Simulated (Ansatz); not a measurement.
Stretching the Cd1–H2 bond in CdFH (SMILES [F][CdH]) (multiplicity 1 held, fragments rigid). Energies count from the point at 1.635 Å.
Geometry at that point (charge 0, multiplicity 1):
```xyz
3

Cd     0.000     0.000    -0.275
H      0.000     0.000    -1.910
F      0.000     0.000     1.678
```

Restricted levels (R-, RO-) in cc, def2 and unpolarised 6-31G sets keep to the state of the molecule at rest. U- levels take the lowest unrestricted solution at each point, which mixes spins at long bonds. Active spaces are followed from a long bond inwards. Levels need not reach the same state.

Frozen-core correlation.

Codes used: Ansatz (a quantum-chemistry and plane-wave program) with Gaussian orbitals. Values without a source in brackets are computed. In def2 rows elements past Kr take small-core potentials, without spin–orbit coupling.

Energies in kcal/mol.

```csv
R (Å),U-wB97X-V/def2-TZVPP,R-MP2/def2-TZVPP,R-SCS-MP2/def2-TZVPP,U-SCS-MP2/def2-TZVPP,R-CCSD(T)/def2-TZVPP,"FIC-MRCISD+Q on CASSCF(2,2)/def2-TZVPP"
1.308,27.5,24.3,25.8,25.8,26.9,27.5
1.472,5.2,3.8,4.5,4.5,5.0,5.3
1.635,0.0,0.0,0.0,0.0,0.0,0.0
1.799,3.6,4.8,4.2,4.2,3.5,3.3
1.962,11.7,13.7,12.6,12.6,11.1,10.8
2.207,27.2,29.9,28.3,28.3,25.1,24.6
2.453,43.5,46.3,44.3,49.6,38.8,38.1
2.861,___,70.5,67.7,65.4,56.3,55.7
3.270,73.0,88.9,85.3,70.7,65.6,65.9
3.761,76.0,103.4,98.8,72.6,67.9,71.1
4.415,76.9,111.8,105.3,73.2,64.9,73.1
5.232,___,109.4,99.7,73.4,61.3,73.5
```

Task: Complete the blanks.

Result: 
- 5.232, U-wB97X-V/def2-TZVPP: 77.0
- 2.861, U-wB97X-V/def2-TZVPP: 64.8

Doubts at one or more of the structures used: a spin-contaminated determinant (U-wB97X-V/def2-TZVPP, U-SCS-MP2/def2-TZVPP); a restricted determinant that unrestricted orbitals would lower (R-MP2/def2-TZVPP, R-SCS-MP2/def2-TZVPP, R-CCSD(T)/def2-TZVPP); other coupled-cluster roots lie near (R-CCSD(T)/def2-TZVPP); T1 above 0.05 (R-CCSD(T)/def2-TZVPP).
